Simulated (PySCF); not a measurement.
**Gas-phase XPS of bromine monochloride, computed**

Species: bromine monochloride, BrCl.
Structure used (PBE0-D3(BJ)/def2-SVP), in Å, numbered top down from 1:
```xyz
2
BrCl angstrom
Cl     1.0822    0.0000    0.0000
Br    -1.0822    0.0000    0.0000
```

Theory: delta-SCF UKS SCAN, pcX-2 on the ionised atom, pcseg-1 elsewhere, spin-free X2C in PySCF. Binding energies are ΔSCF values: E(core-ionised, relaxed orbitals) − E(ground state) at a fixed geometry, referred to the vacuum level.

Problem. List the computed XPS lines with their assignment.

Solution. 
```json
{"atom(s)": "Cl1", "bonded to": "Br", "level": "Cl 2p3/2", "binding energy (eV)": "207.37", "2p1/2 (eV)": "209.03", "count": "1"}
{"atom(s)": "Cl1", "bonded to": "Br", "level": "Cl 1s", "binding energy (eV)": "2830.04", "2p1/2 (eV)": "–", "count": "1"}
```

Problem. Express the binding energy of Cl 1s of Cl1 in atomic units and per mole.

Solution. 2830.04 eV = 104.0021 Eh = 273057 kJ/mol.

Spin–orbit and ligand-field terms were added within each 2p shell after the spin-free SCF. 2p1/2 minus 2p3/2 (ligand field included): Cl 1.66 eV. No level of bromine is listed. Geometry: PBE0-D3(BJ)/def2-SVP; no solvent, vibrations or thermal averaging.
